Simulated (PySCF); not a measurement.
Constitutional and geometric isomers with formula H6B3N. Gas-phase values, no solvent. One relaxed conformer stands for each flexible species; it need not be the lowest. Strings in code marks are SMILES.

The S1 excitation (TDA) from two functionals at the same geometries (B3LYP-D3(BJ)/def2-TZVP), both in PySCF: PBE-D3(BJ)/def2-TZVP and B3LYP-D3(BJ)/def2-TZVP. B3LYP has the VWN-RPA correlation part, as in Gaussian. Excitations are Tamm–Dancoff values on a coarser integration grid. The basis has no diffuse functions, so Rydberg states are missing or too high.

| species | PBE-D3(BJ)/def2-TZVP (eV) | B3LYP-D3(BJ)/def2-TZVP (eV) |
|---|---|---|
| `BBNB` | 4.58 | 4.88 |
| `BBBN` | 4.32 | 4.57 |
| `BB(B)N` | 3.39 | 3.61 |
| `BN(B)B` | 5.05 | 5.80 |

Over these rows, drawn at random from the members with no instability flagged (it was tested for open shells, ions and some series alone), PBE minus B3LYP-D3(BJ): mean -0.38 eV, from -0.75 eV to -0.22 eV.
